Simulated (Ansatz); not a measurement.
```xyz
9

C     2.015    0.650   -0.419
S     0.530    0.916   -1.450
Mg   -1.141   -0.093   -0.256
N    -2.511   -0.925    0.729
H     1.925    1.129    0.556
H     2.235   -0.409   -0.286
H     2.854    1.107   -0.944
H    -3.097   -0.490    1.425
H    -2.810   -1.885    0.645
```

The species carries charge 0 and has multiplicity 1.

Q: List the r2SCAN/def2-TZVPP orbital energies in eV (Ansatz). (An estimate is asked.)

A: Computed: Occupied: -2408.00, -1266.83, -383.69, -273.62, -212.42, -156.51, -156.37, -156.32, -82.84, -48.39, -48.37, -48.11, -20.49, -19.50, -15.55, -11.09, -10.68, -10.61, -9.01, -8.55, -6.29, -5.47, -5.35. Lowest empty: -1.26, -0.46, -0.04, 1.52, 1.74, 2.54, 2.86, 2.91.
